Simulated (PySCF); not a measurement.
Parent: `[CH:1]1=[CH:2]\[CH:3]=[CH:4]/[CH:5]=[CH:6]\[CH:7]=[CH:8]/1` with C1–C2–C3–C4 53°, C3–C4–C5–C6 -53°, C5–C6–C7–C8 53°, C2–C1–C8–C7 -53°, C8H8.

Computed, not measured: PBE/def2-SV(P) geometry optimisation, gas phase (PySCF). One conformer each, not checked by frequencies here.

```
coordinate of the parent    value
                   C1=C2  1.356 Å
                   C2–C3  1.475 Å
                   C3=C4  1.356 Å
                   C4–C5  1.475 Å
                   C5=C6  1.356 Å
                   C6–C7  1.475 Å
                   C7=C8  1.356 Å
                   C1–C8  1.475 Å
                C2–C1–C8   127.6°
                C1–C2–C3   127.7°
                C2–C3–C4   127.7°
                C3–C4–C5   127.7°
                C4–C5–C6   127.6°
                C5–C6–C7   127.7°
                C6–C7–C8   127.7°
                C1–C8–C7   127.8°
```

Task: How does the shared frame change in `[Cl:1][C:2]1=[CH:3]/[CH:4]=[CH:5]\[CH:6]=[CH:7]/[CH:8]=[CH:9]\1` with C2–C3–C4–C5 -54°, C4–C5–C6–C7 53°, C6–C7–C8–C9 -53°, Cl1–C2–C9–C8 -128°, C8H7Cl? Atoms pair as C1 = C2, C2 = C3, C3 = C4, C4 = C5, C5 = C6, C6 = C7, C7 = C8, C8 = C9 (parent first).

Result: 
```tsv
parent	relative	value in the relative	change
C1=C2	C2=C3	1.355 Å	-0.001
C2–C3	C3–C4	1.471 Å	-0.004
C3=C4	C4=C5	1.357 Å	+0.001
C4–C5	C5–C6	1.471 Å	-0.004
C5=C6	C6=C7	1.357 Å	+0.001
C6–C7	C7–C8	1.472 Å	-0.003
C7=C8	C8=C9	1.354 Å	-0.002
C1–C8	C2–C9	1.476 Å	+0.001
C2–C1–C8	C3–C2–C9	128.8°	+1.2
C1–C2–C3	C2–C3–C4	126.0°	-1.7
C2–C3–C4	C3–C4–C5	127.7°	0.0
C3–C4–C5	C4–C5–C6	127.6°	-0.1
C4–C5–C6	C5–C6–C7	127.8°	+0.2
C5–C6–C7	C6–C7–C8	127.3°	-0.4
C6–C7–C8	C7–C8–C9	128.0°	+0.3
C1–C8–C7	C2–C9–C8	126.3°	-1.5
```

Of the parent's bonds, C2–C3, C4–C5 and C6–C7 change most and about equally (-0.004 to -0.003 Å). Bonds of the relative outside the shared frame: Cl1–C2 1.765 Å. Point group D2d → C1.

Task: How does the shared frame change in `[OH:1][C:2]1=[CH:3]/[CH:4]=[CH:5]\[CH:6]=[CH:7]/[CH:8]=[CH:9]\1` with H–O1–C2–C3 -3°, C2–C3–C4–C5 -50°, C4–C5–C6–C7 51°, C6–C7–C8–C9 -54°, O1–C2–C9–C8 -131°, C8H8O? Atoms pair as C1 = C2, C2 = C3, C3 = C4, C4 = C5, C5 = C6, C6 = C7, C7 = C8, C8 = C9 (parent first).

Result: 
| parent | relative | value in the relative | change |
| --- | --- | --- | --- |
| C1=C2 | C2=C3 | 1.364 Å | +0.008 |
| C2–C3 | C3–C4 | 1.465 Å | -0.010 |
| C3=C4 | C4=C5 | 1.360 Å | +0.004 |
| C4–C5 | C5–C6 | 1.470 Å | -0.005 |
| C5=C6 | C6=C7 | 1.357 Å | +0.001 |
| C6–C7 | C7–C8 | 1.474 Å | -0.001 |
| C7=C8 | C8=C9 | 1.352 Å | -0.004 |
| C1–C8 | C2–C9 | 1.481 Å | +0.006 |
| C2–C1–C8 | C3–C2–C9 | 127.3° | -0.3 |
| C1–C2–C3 | C2–C3–C4 | 128.2° | +0.5 |
| C2–C3–C4 | C3–C4–C5 | 129.1° | +1.4 |
| C3–C4–C5 | C4–C5–C6 | 127.8° | +0.1 |
| C4–C5–C6 | C5–C6–C7 | 128.3° | +0.7 |
| C5–C6–C7 | C6–C7–C8 | 127.3° | -0.4 |
| C6–C7–C8 | C7–C8–C9 | 128.5° | +0.8 |
| C1–C8–C7 | C2–C9–C8 | 127.4° | -0.4 |

Of the parent's bonds, C2–C3 changes most (-0.010 Å). Bonds of the relative outside the shared frame: O1–C2 1.368 Å. Point group D2d → C1.
